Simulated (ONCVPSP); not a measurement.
P, ONCV: configuration errors across variants

```json
{
  "Element": "phosphorus",
  "Generator": "ONCVPSP 4.0.1",
  "Type": "optimised norm-conserving Vanderbilt (ONCV)",
  "Functional": "LDA (Perdew-Wang 92)",
  "Relativity": "non-relativistic",
  "Frozen core": "[Ne]",
  "Valence charge": "5",
  "Reference configuration": "3s2 3p3",
  "Partial waves": "3s: rc 1.35 bohr, ncon 4, nbas 7, qcut 4.6 1/bohr, 2 projectors, debl 1.1 Ha; 3p: rc 1.25 bohr, ncon 5, nbas 8, qcut 6.9 1/bohr, 2 projectors, debl 1.7 Ha",
  "Local potential": "polynomial inside 1.10 bohr (lpopt 2, dvloc0 0 Ha)",
  "Core correction": "none"
}
```

All-electron excitation energies from the reference (eV): (1) 3s2 3p2 9.827; (2) 3s2 3p1 29.083; (3) 3s2 3p0 58.983; (4) 3s2 3p2.5 3.824.

3 further variants failed, have other tests or too few solved ones, and are left out.

A true bound ghost makes a file unfit for plane-wave use even where its test errors are small: the radial tests pick states by their node count and pass the ghost by.

Errors AE − PS in meV (a dash: test not solved or not reliable):

```csv
change,(1),(2),(3),(4),bound ghosts,GHOST(+) flags above zero
base,+2.3,+23,+110,+0.3,p,s
"all radii scaled by about 1.06 (s 1.44, p 1.32 bohr); local potential polynomial inside 1.16 bohr (lpopt 2, dvloc0 0 Ha)",+2.3,+23,+111,+0.3,p,none
"all radii scaled by about 1.10 (s 1.48, p 1.38 bohr); local potential polynomial inside 1.22 bohr (lpopt 2, dvloc0 0 Ha)",+2.2,+23,+113,+0.3,p,s
"all radii scaled by about 1.20 (s 1.62, p 1.50 bohr); local potential polynomial inside 1.32 bohr (lpopt 2, dvloc0 0 Ha)",+2.6,+26,+119,+0.4,none,p
"all radii scaled by about 1.23 (s 1.66, p 1.54 bohr); local potential polynomial inside 1.36 bohr (lpopt 2, dvloc0 0 Ha)",+2.7,+26,+122,+0.4,none,p
```

Problem. Give the same row for: all radii scaled by about 1.32 (s 1.78, p 1.66 bohr); local potential polynomial inside 1.46 bohr (lpopt 2, dvloc0 0 Ha).

Solution. +3.0, +29, +131, +0.4; bound ghosts: none; GHOST(+) flags above zero: none.
